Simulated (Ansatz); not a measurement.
Two structures of GaSiH4ClO, closed shell, reached by relaxing down either side of one saddle point (PBE0-D4/def2-TZVP). Energies are electronic, without zero-point energy. Computed with Ansatz 0.2.0 (basis: def2-TZVPP and def2-QZVPP); correlated methods freeze the cores. Filled d shells of the heavier atoms are correlated. The def2 sets are not built for correlating such inner shells, so the correlated values are less sure here. Extrapolation: Hartree–Fock as exp(−7.88 √X), correlation as X^−2.97. First:

```tsv
atom	x (Å)	y (Å)	z (Å)
Ga1	-1.3311	0.7387	-1.4538
Si2	0.6040	0.1202	-0.3674
O3	-0.8786	-0.0556	0.2663
H4	0.6808	-0.9371	2.0031
Cl5	-3.4137	1.0290	-1.7759
H6	1.3755	-1.0650	-0.8187
H7	1.5324	1.1500	0.1629
H8	1.4307	-0.9801	1.9834
```

Second:

```
8
angstrom
Ga -1.8678 0.0130 -1.9916
Si 1.2377 -0.2669 0.3982
O -0.2988 0.0396 -0.1617
H -0.9764 0.4131 0.4233
Cl -3.1394 0.8853 -0.2849
H 1.9701 -0.8101 -0.7669
H 1.8739 0.9840 0.8811
H 1.2007 -1.2580 1.5023
```

(1) Which bonds change from the first to the second?

(2) Give the saddle point's structure and its height above each. (Judge from chemistry; the value comes from the calculation.)

The search had been set up for a 1,2-elimination (forming Si2–H4, breaking Ga1–Si2, O3–H4); from that guess it ended on this step instead.

No T1 diagnostic of these runs exceeds 0.016.

## Answers

(1) GaSiH₂ClO ([Cl][Ga]1[O][SiH2]1) + H₂ → SiH₄O ([OH][SiH3]) + GaCl; bonds formed: Si2–H8, O3–H4; bonds broken: Ga1–Si2, Ga1–O3, H4–H8.

(2) Computed: 85.7 kJ/mol above the first and 251.0 kJ/mol above the second (CCSD(T) at an estimated basis limit (MP2 extrapolated from triple and quadruple zeta, plus CCSD(T) − MP2 in triple zeta)).
Ga1  (-1.184, 0.656, -1.307)
Si2  (0.840, -0.051, -0.019)
O3  (-0.718, -0.185, 0.526)
H4  (0.125, -0.649, 1.448)
Cl5  (-3.317, 0.920, -1.543)
H6  (1.494, -1.105, -0.818)
H7  (1.646, 1.168, 0.180)
H8  (1.115, -0.754, 1.533)
(Å)

Labels in which every atom is bracketed show which atoms are joined, not bond orders.

For scale, one of the runs: CCSD(T)/def2-TZVPP, 219 basis functions, launched by `ansatz run in.yaml --threads 4 --pin off --events-out ev --progress --plain --max-ram 9574MiB`. The run took 23 s on 4 CPU threads of an Intel Xeon 6975P-C (shared host), with 3.4 GiB of host memory at its peak.
